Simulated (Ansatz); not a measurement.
Geometry optimisation, Ansatz, RKS PBE-D4/def2-SVP.

input.yaml

```yaml
crystal:
  periodic: [false, false, false]
  atoms:
    - { symbol: "N", position_ang: [-0.3093, 1.023, 2.4309] }
    - { symbol: C, position_ang: [0.0111, 0.83, 1.348] }
    - { symbol: C, position_ang: [0.4547, 0.5382, -0.0181] }
    - { symbol: Al, position_ang: [-0.612, -0.8303, -0.8412] }
    - { symbol: H, position_ang: [1.5297, 0.1471, 0.0253] }
    - { symbol: H, position_ang: [0.4612, 1.4776, -0.6173] }
    - { symbol: H, position_ang: [-0.4823, -2.33441, -0.35472] }
    - { symbol: H, position_ang: [-2.07779, -0.44735, -1.34775] }
basis:
  gaussian: { orbitals: def2-SVP }
hamiltonian:
  xc: pbe
  dispersion: d4
relax:
  f_tol: 0.015
  max_steps: 40
```

Command:

```bash
$ ansatz run input.yaml --threads 1 --pin off --max-ram 2048MiB --backend cpu --events-out ev --progress --plain --runs-dir out
```

Question: Where does it end, and by what steps?

Answer: The run converged. After 19 steps the energy has fallen by 0.417 eV; N1 moved furthest, 1.13 Å. Joined: N1–Al4, C2–Al4.

```tsv
step	energy less start (eV)	largest force component (eV/Å)	accepted
0	0.0000	3.810	yes
1	-0.3162	0.547	yes
2	-0.3387	0.183	yes
3	-0.3437	0.159	yes
4	-0.3509	0.051	yes
5	-0.3544	0.058	yes
6	-0.3601	0.715	yes
7	-0.3646	0.359	yes
8	-0.3672	0.084	yes
9	-0.3710	0.214	yes
10	-0.3617	1.082	no
11	-0.3751	0.081	yes
12	-0.3791	0.157	yes
13	-0.3857	0.546	yes
14	-0.3931	0.761	yes
15	-0.3986	0.934	yes
16	-0.4161	0.113	yes
17	-0.4169	0.064	yes
18	-0.4172	0.021	yes
19	-0.4172	0.014	yes
```

```xyz
8
Properties=species:S:1:pos:R:3
N -0.865 0.281 1.780
C 0.017 0.669 1.066
C 0.749 0.681 -0.144
Al -0.858 -0.727 -0.243
H 1.776 0.279 -0.085
H 0.659 1.603 -0.746
H -0.380 -2.219 0.014
H -2.124 -0.162 -1.017
```

Run time: 37 s on 1 thread of Arm Neoverse V2, with other jobs on the host, peak memory 0.12 GiB.
